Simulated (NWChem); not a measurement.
# CH2Cl2O2Si; SMILES O=CO[SiH](Cl)Cl

```xyz
8

O      1.0650    -2.0251     0.0000
C     -0.1158    -2.1861     0.0000
O     -1.0266    -1.1965     0.0000
Si    -0.6876     0.4552     0.0000
Cl     0.3515     0.9691     1.6785
Cl     0.3515     0.9691    -1.6785
H     -0.6255    -3.1716     0.0000
H     -2.0100     1.1021     0.0000
```
Atoms are numbered in this order, from 1.

All runs: NWChem. Pople sets run with spherical d functions. The geometry was optimised at PBE0/def2-SVP. Vzz is the largest principal value of the second derivative of the potential at the nucleus (NWChem prints the opposite sign); η is the asymmetry. Non-relativistic.

```
level             Vzz O1 (a.u.)  η O1  Vzz O3 (a.u.)  η O3  Vzz Cl6 (a.u.)  η Cl6
----------------  -------------  ----  -------------  ----  --------------  -----
B3LYP/6-31G*             -1.570  0.28          1.250  0.05           2.156   0.06
B3LYP/def2-SVP           -1.593  0.34          1.282  0.08           2.074   0.06
CAM-B3LYP/6-31G*         -1.588  0.29              ?  0.03               ?   0.06
```

Task: Fill in the missing entries.

Result: 
- CAM-B3LYP/6-31G*, Vzz O3 (a.u.): 1.261
- CAM-B3LYP/6-31G*, Vzz Cl6 (a.u.): 2.174
